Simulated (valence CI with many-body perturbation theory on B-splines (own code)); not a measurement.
The numbers below are computed, except where a source is named.
Level structure of Ta41+

Level of theory: configuration interaction combined with many-body perturbation theory (CI+MBPT): four valence electrons over a frozen Dirac-Fock core [Ar] 3d10, a basis of 9 s, 9 p, 8 d, 6 f, 3 g, 1 h functions for each j, with the one-electron correlation potential Σ1, the two-electron term Σ2, the three-electron term Σ3, Breit, model QED; selected CI, second order for the rest, scaled by the run's own slope (own B-spline code, finite nucleus).

The last digits are not significant, and no measured levels were compared; by estimate large intervals hold to a few tenths of a per cent, small ones and those within an open d or f shell to about a per cent.

Levels 1 to 33 of 33, with energies above the lowest level, (4s^2 4p1/2^2) J=0. "Leading %" is the weight of the configuration and term that name the level; weights of strongly mixed levels are sums over their largest components and can fall short, so below about 35 % the name and the second component can differ from the true leading terms, or belong to a minority configuration. In the jj column 3d3/2^4 stands for four electrons in 3d with j = 3/2.

| No. | Configuration | Term | J | E (Ry) | Leading % | g | Second component | Leading jj |
| --- | --- | --- | --- | --- | --- | --- | --- | --- |
| 1 | 4s2.4p2 | 3P | 0 | 0.000 | 70 |  | 29 % 4s2.4p2 1S | 4s^2 4p1/2^2 (99 %) |
| 2 | 4s2.4p2 | 3P | 1 | 6.236 | 99 | 1.497 |  | 4s^2 4p1/2 4p3/2 (99 %) |
| 3 | 4s2.4p2 | 1D | 2 | 6.545 | 63 | 1.178 | 36 % 4s2.4p2 3P | 4s^2 4p1/2 4p3/2 (99 %) |
| 4 | 4s2.4p2 | 3P | 2 | 13.015 | 63 | 1.313 | 36 % 4s2.4p2 1D | 4s^2 4p3/2^2 (99 %) |
| 5 | 4s.4p3 | 3P° | 2 | 13.112 | 44 | 1.573 | 32 % 4s.4p3 5S° | 4s 4p1/2^2 4p3/2 (96 %) |
| 6 | 4s2.4p2 | 1S | 0 | 13.684 | 70 |  | 29 % 4s2.4p2 3P | 4s^2 4p3/2^2 (98 %) |
| 7 | 4s.4p3 | 3D° | 1 | 14.169 | 37 | 1.055 | 24 % 4s.4p3 1P° | 4s 4p1/2^2 4p3/2 (93 %) |
| 8 | 4s2.4p.4d | 3F° | 2 | 17.230 | 72 | 0.766 | 20 % 4s2.4p.4d 1D° | 4s^2 4p1/2 4d3/2 (97 %) |
| 9 | 4s2.4p.4d | 3D° | 1 | 18.532 | 51 | 0.875 | 24 % 4s2.4p.4d 1P° | 4s^2 4p1/2 4d3/2 (91 %) |
| 10 | 4s.4p3 | 5S° | 2 | 18.638 | 34 | 1.484 | 25 % 4s.4p3 3D° | 4s 4p1/2 4p3/2^2 (61 %) |
| 11 | 4s2.4p.4d | 3F° | 3 | 19.031 | 34 | 1.200 | 33 % 4s.4p3 3D° | 4s^2 4p1/2 4d5/2 (65 %) |
| 12 | 4s2.4p.4d | 3P° | 2 | 19.822 | 30 | 1.320 | 28 % 4s.4p3 3D° | 4s^2 4p1/2 4d5/2 (57 %) |
| 13 | 4s.4p3 | 3D° | 3 | 20.065 | 64 | 1.237 | 26 % 4s2.4p.4d 3F° | 4s 4p1/2 4p3/2^2 (64 %) |
| 14 | 4s.4p3 | 3P° | 0 | 20.213 | 96 |  |  | 4s 4p1/2 4p3/2^2 (96 %) |
| 15 | 4s.4p3 | 3P° | 1 | 20.708 | 50 | 1.273 | 20 % 4s.4p3 3D° | 4s 4p1/2 4p3/2^2 (92 %) |
| 16 | 4s.4p3 | 1D° | 2 | 20.912 | 67 | 1.103 | 12 % 4s.4p3 3D° | 4s 4p1/2 4p3/2^2 (87 %) |
| 17 | 4s.4p3 | 3S° | 1 | 21.019 | 39 | 1.358 | 23 % 4s.4p3 3D° | 4s 4p1/2 4p3/2^2 (95 %) |
| 18 | 4s.4p2.4d | 5F | 1 | 24.199 | 45 | 0.412 | 34 % 4s.4p2.4d 3D | 4s 4p1/2^2 4d3/2 (96 %) |
| 19 | 4s.4p2.4d | 3D | 2 | 24.428 | 28 | 1.163 | 24 % 4s.4p2.4d 5F | 4s 4p1/2^2 4d3/2 (92 %) |
| 20 | 4s2.4p.4d | 3D° | 2 | 24.621 | 50 | 1.051 | 23 % 4s2.4p.4d 1D° | 4s^2 4p3/2 4d3/2 (90 %) |
| 21 | 4s2.4p.4d | 3P° | 1 | 24.707 | 54 | 1.131 | 34 % 4s2.4p.4d 3D° | 4s^2 4p3/2 4d3/2 (92 %) |
| 22 | 4s2.4p.4d | 3P° | 0 | 24.770 | 95 |  |  | 4s^2 4p3/2 4d3/2 (95 %) |
| 23 | 4s2.4p.4d | 3F° | 3 | 24.797 | 39 | 1.122 | 32 % 4s2.4p.4d 1F° | 4s^2 4p3/2 4d3/2 (90 %) |
| 24 | 4s2.4p.4d | 3P° | 2 | 25.281 | 34 | 1.302 | 31 % 4s2.4p.4d 1D° | 4s^2 4p3/2 4d5/2 (74 %) |
| 25 | 4s2.4p.4d | 3F° | 4 | 25.299 | 99 | 1.246 |  | 4s^2 4p3/2 4d5/2 (99 %) |
| 26 | 4s.4p2.4d | 3D | 3 | 26.030 | 30 | 1.362 | 24 % 4s.4p2.4d 5D | 4s 4p1/2^2 4d5/2 (94 %) |
| 27 | 4s.4p2.4d | 3F | 2 | 26.437 | 20 | 1.093 | 17 % 4s.4p2.4d 1D | 4s 4p1/2^2 4d5/2 (77 %) |
| 28 | 4s2.4p.4d | 3D° | 3 | 26.639 | 52 | 1.174 | 46 % 4s2.4p.4d 1F° | 4s^2 4p3/2 4d5/2 (91 %) |
| 29 | 4s2.4p.4d | 1P° | 1 | 26.711 | 57 | 1.135 | 23 % 4s2.4p.4d 3P° | 4s^2 4p3/2 4d5/2 (87 %) |
| 30 | 4s.4p3 | 3P° | 2 | 27.256 | 37 | 1.368 | 15 % 4s.4p3 1D° | 4s 4p3/2^3 (72 %) |
| 31 | 4p4 | 3P | 2 | 27.964 | 48 | 1.211 | 22 % 4p4 1D | 4p1/2^2 4p3/2^2 (70 %) |
| 32 | 4s.4p3 | 1P° | 1 | 28.138 | 36 | 1.142 | 21 % 4s.4p3 3S° | 4s 4p3/2^3 (84 %) |
| 33 | 4p4 | 1S | 0 | 28.285 | 54 |  | 34 % 4p4 3P | 4p1/2^2 4p3/2^2 (87 %) |

The ionisation energy to 4s2.4p 2P°_1/2 of the next ion comes out as 2054.8 eV (NIST: 2053 ± 4 eV (theoretical)). All 33 levels together are meant to be complete up to 29.083 Ry.
